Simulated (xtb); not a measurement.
C4H9LiO (SMILES [Li][O]C(C)(C)C), singlet, at a GFN2-xTB geometry (such geometries of metal compounds can be far from the true shape); GFN2-xTB (xtb).

Here is a job for xtb.
```
$ xtb mol.xyz --gfn 2 --etemp 5000 --json

# file mol.xyz
15

Li     0.95282533     1.83910014     1.90101642
O      0.43255239     0.83489297     0.86300098
C     -0.03502592    -0.06760544    -0.06988148
C      1.00996337    -1.17350099    -0.30087268
C     -1.34138713    -0.70998579     0.42925014
C     -0.30790875     0.64947623    -1.40393297
H      0.65889409    -1.89504914    -1.03388174
H      1.20824296    -1.68396616     0.63909625
H      1.93671757    -0.72571334    -0.65307142
H     -1.15549998    -1.21800808     1.37306708
H     -1.72553327    -1.42501360    -0.29348815
H     -2.08443706     0.06696570     0.59554582
H      0.61189980     1.10687161    -1.76194522
H     -1.04551189     1.43359257    -1.24729881
H     -0.67751677    -0.04642778    -2.15245897
```

Q: Predict the main parts of the log of this xtb run.

A: 
```
   ID    Z sym.   atoms
    1    3 Li     1
    2    8 O      2
    3    6 C      3-6
    4    1 H      7-15

           -------------------------------------------------
          |                Calculation Setup                |
           -------------------------------------------------

           -------------------------------------------------
          |                 G F N 2 - x T B                 |
           -------------------------------------------------

          ...................................................
          :                      SETUP                      :
          :.................................................:
          :  # basis functions                  33          :
          :  # atomic orbitals                  33          :
          :  # shells                           21          :
          :  # electrons                        32          :
          :  max. iterations                   250          :
          :  Hamiltonian                  GFN2-xTB          :
          :  restarted?                      false          :
          :  GBSA solvation                  false          :
          :  PC potential                    false          :
          :  electronic temp.         5000.0000000     K    :
          :  accuracy                    1.0000000          :
          :  -> integral cutoff          0.2500000E+02      :
          :  -> integral neglect         0.1000000E-07      :
          :  -> SCF convergence          0.1000000E-05 Eh   :
          :  -> wf. convergence          0.1000000E-03 e    :
          :  Broyden damping             0.4000000          :
          :  net charge                          0          :
          :  unpaired electrons                  0          :
          ...................................................

 iter      E             dE          RMSdq      gap      omega  full diag
   1    -17.6858306 -0.176858E+02  0.347E+00    2.82       0.0  T
   2    -17.7490284 -0.631978E-01  0.198E+00    3.82       1.0  T
   3    -17.7505750 -0.154659E-02  0.100E+00    3.60       1.0  T
   4    -17.7509194 -0.344455E-03  0.416E-01    3.60       1.0  T
   5    -17.7510928 -0.173369E-03  0.309E-01    3.61       1.0  T
   6    -17.7511102 -0.173795E-04  0.331E-02    3.69       1.0  T
   7    -17.7511148 -0.460845E-05  0.800E-03    3.66       3.2  T
   8    -17.7511148 -0.377268E-07  0.446E-03    3.66       5.8  T
[...]
         :: total energy             -17.531550811658 Eh    ::
[...]
    15   1 H        0.925     0.028     2.619     2.531

 Mol. C6AA /au·bohr⁶  :       1832.575052
 Mol. C8AA /au·bohr⁸  :      46739.831512
 Mol. α(0) /au        :         77.688956

Wiberg/Mayer (AO) data.
largest (>0.10) Wiberg bond orders for each atom

 ---------------------------------------------------------------------------
     #   Z sym  total        # sym  WBO       # sym  WBO       # sym  WBO
 ---------------------------------------------------------------------------
     1   3 Li   0.824 --     2 O    0.752
     2   8 O    1.873 --     3 C    1.031     1 Li   0.752
     3   6 C    3.964 --     2 O    1.031     5 C    0.975     4 C    0.975
                             6 C    0.975
     4   6 C    3.991 --     7 H    0.987     9 H    0.984     8 H    0.984
                             3 C    0.975
     5   6 C    3.991 --    11 H    0.987    12 H    0.984    10 H    0.984
                             3 C    0.975
     6   6 C    3.991 --    15 H    0.987    13 H    0.984    14 H    0.984
                             3 C    0.975
     7   1 H    0.999 --     4 C    0.987
     8   1 H    0.999 --     4 C    0.984
     9   1 H    0.999 --     4 C    0.984
    10   1 H    0.999 --     5 C    0.984
    11   1 H    0.999 --     5 C    0.987
    12   1 H    0.999 --     5 C    0.984
    13   1 H    0.999 --     6 C    0.984
    14   1 H    0.999 --     6 C    0.984
    15   1 H    0.999 --     6 C    0.987
 ---------------------------------------------------------------------------

Topologies differ in total number of bonds
Writing topology from bond orders to xtbtopo.mol

molecular dipole:
                 x           y           z       tot (Debye)
 q only:        0.424       0.818       0.846
   full:        0.538       1.039       1.074       4.035
molecular quadrupole (traceless):
                xx          xy          yy          xz          yz          zz
 q only:       -3.485       3.536       1.509       3.655       7.055       1.976
  q+dip:       -4.967       5.040       2.150       5.210      10.056       2.817
   full:       -5.027       5.102       2.177       5.274      10.179       2.851

           -------------------------------------------------
          | TOTAL ENERGY              -17.531550811658 Eh   |
          | GRADIENT NORM               0.005628300839 Eh/α |
          | HOMO-LUMO GAP               3.660758637259 eV   |
           -------------------------------------------------

normal termination of xtb
```
